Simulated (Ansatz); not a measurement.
```yaml
crystal:
  periodic: [false, false, false]
  atoms:
    - {symbol: O, position_ang: [-0.302277, -0.598087, 2.034517]}
    - {symbol: Si, position_ang: [0.498146, -1.413021, 0.829054]}
    - {symbol: N, position_ang: [0.812050, -0.293456, -0.423335]}
    - {symbol: Si, position_ang: [-0.294697, 0.819327, -1.124493]}
    - {symbol: O, position_ang: [0.572904, 2.201875, -1.293573]}
    - {symbol: O, position_ang: [-1.602646, 0.907700, -0.151127]}
    - {symbol: H, position_ang: [-0.840971, -1.130267, 2.623098]}
    - {symbol: H, position_ang: [-0.381344, -2.536819, 0.410384]}
    - {symbol: H, position_ang: [1.802594, -1.947528, 1.297231]}
    - {symbol: H, position_ang: [1.785115, -0.138945, -0.644271]}
    - {symbol: H, position_ang: [-0.830149, 0.433179, -2.448974]}
    - {symbol: H, position_ang: [0.219079, 2.869828, -1.882189]}
    - {symbol: H, position_ang: [-1.417303, 0.791513, 0.788475]}
basis:
  gaussian: {orbitals: def2-mTZVPP}
total_charge: -1
magnetization: {spin_polarized: true, initial_magnetization: 2}
hamiltonian: {xc: {name: B97}}
accuracy: high
```

```sh
$ ansatz run in.yaml --threads 2 --pin off --events-out ev --progress --plain --max-ram 32768MiB --backend cpu
```

(1) How does Ansatz answer? (Best estimate.)

Answers

(1) The calculation gave: The input was rejected before any iteration.
```
Error: a molecule whose nuclei and cores have a total charge of 66 cannot have a net charge of -1 together with 2 unpaired electrons
```
